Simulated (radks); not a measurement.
Results of a calculation; reference values are marked as such.
Ionisation of the gold ion Au2+, [Xe] 4f14 5d9, to Au3+, [Xe] 4f14 5d8, under several functionals. Scalar-relativistic Kohn-Sham, spin-polarised, spherical densities, finite nucleus; open shells are filled with parallel spins first (spin-orbit coupling, left out, can overturn this in heavy ions); a radial shooting solver on a logarithmic mesh with Libxc functionals.

| functional | E(Au2+) (hartree) | Exc (hartree) | IE (eV) | -e(HOMO) (eV) | <r> HOMO (bohr) | IE error (eV) |
|---|---|---|---|---|---|---|
| r2SCAN | -19008.6744 | -362.2388 | 33.370 | 27.081 | 1.490 | +3.370 |
| revPBE | -19006.8962 | -361.9907 | 33.224 | 26.896 | 1.497 | +3.224 |
| SOGGA | -19000.6394 | -355.7302 | 33.239 | 26.907 | 1.497 | +3.239 |
| HCTH/407 | -19017.3782 | -372.9034 | 33.672 | 27.324 | 1.488 | +3.672 |
| BLYP | -19007.5114 | -362.5622 | 33.225 | 26.895 | 1.505 | +3.225 |
| TASK exchange with Perdew-Wang LDA correlation | -19006.5253 | -359.4429 | 33.265 | 26.996 | 1.469 | +3.265 |
| MS2 meta-GGA | -19005.9884 | -360.3932 | 33.265 | 26.952 | 1.496 | +3.265 |
| XLYP | -19008.5473 | -363.5962 | 33.252 | 26.923 | 1.506 | +3.252 |

NIST Atomic Spectra Database: 30 eV (theoretical). Closest: revPBE. The Delta-SCF values span 0.45 eV, the total energies 16.74 hartree. The highest occupied level is 5d. Open shells are spherical and high-spin; term and fine-structure splittings are not resolved. Spin-orbit splitting is averaged out at the scalar-relativistic level.
